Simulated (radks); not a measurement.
Results of a calculation; reference values are marked as such.
Species: Cl VI. Configuration: [Ne] 3s2 (the NIST ground configuration). Code: a radial shooting solver on a logarithmic mesh with Libxc functionals. Model: non-relativistic Kohn-Sham, RPBE, spin-polarised, spherical densities, point nucleus.

Local quantities along the radius. ELF = 1/(1 + alpha^2) is the electron localisation function; alpha = (tau - tau_W)/tau_unif compares the Pauli kinetic energy density with that of the uniform gas (summed over spins); 4 pi r^2 rho is in e/bohr.

r (bohr),ELF,alpha,4 pi r^2 rho
0.004207,1.000,0.01043,0.6244
0.004705,1.000,0.01068,0.7681
0.005305,1.000,0.01097,0.9567
0.005934,1.000,0.01129,1.172
0.00669,1.000,0.01169,1.451
0.007543,1.000,0.01216,1.792
0.008437,1.000,0.01267,2.175
0.009513,1.000,0.01332,2.666
0.01064,1.000,0.01403,3.210
0.012,1.000,0.01494,3.897
0.01342,1.000,0.01596,4.645
0.01513,1.000,0.01728,5.572
0.01706,1.000,0.01890,6.634
0.01908,1.000,0.02077,7.750
0.02151,0.999,0.02328,9.074
0.02406,0.999,0.02623,10.41
0.02713,0.999,0.03030,11.94
0.03035,0.999,0.03524,13.40
0.03421,0.998,0.04228,14.96
0.03858,0.997,0.05192,16.43
0.04315,0.996,0.06437,17.64
0.04865,0.993,0.08328,18.69
0.05441,0.988,0.1089,19.34
0.06135,0.978,0.1497,19.62
0.06862,0.959,0.2075,19.44
0.07737,0.916,0.3034,18.80
0.08724,0.829,0.4546,17.74
0.09758,0.691,0.6688,16.52
0.11,0.502,0.9954,15.14
0.1231,0.348,1.370,14.01
0.1387,0.250,1.732,13.19
0.1552,0.223,1.864,12.97
0.175,0.258,1.698,13.40
0.1973,0.359,1.336,14.48
0.2207,0.502,0.9966,15.87
0.2488,0.656,0.7246,17.43
0.2783,0.761,0.5606,18.60
0.3138,0.828,0.4562,19.16
0.3509,0.859,0.4045,18.78
0.3957,0.870,0.3860,17.33
0.4461,0.859,0.4054,14.96
0.499,0.817,0.4725,12.22
0.5626,0.706,0.6458,9.184
0.6293,0.496,1.008,6.646
0.7096,0.237,1.793,4.556
0.7936,0.113,2.797,3.291
0.8948,0.093,3.122,2.580
1.009,0.181,2.124,2.300
1.128,0.464,1.074,2.180
1.272,0.833,0.4480,1.992
1.423,0.964,0.1942,1.682
1.605,0.993,0.08176,1.243
1.795,0.999,0.03785,0.8260
2.024,1.000,0.01702,0.4629
2.282,1.000,0.007754,0.2215
2.552,1.000,0.003799,0.09423
2.877,1.000,0.001819,0.03077
3.218,1.000,0.0009331,0.008800
3.629,1.000,0.0004616,0.001804
4.059,1.000,0.0002399,0.0003198

On this mesh the ELF has minima near r = 0.16, 0.89 bohr, which separate the shells, and maxima near 0.40 (0.87).
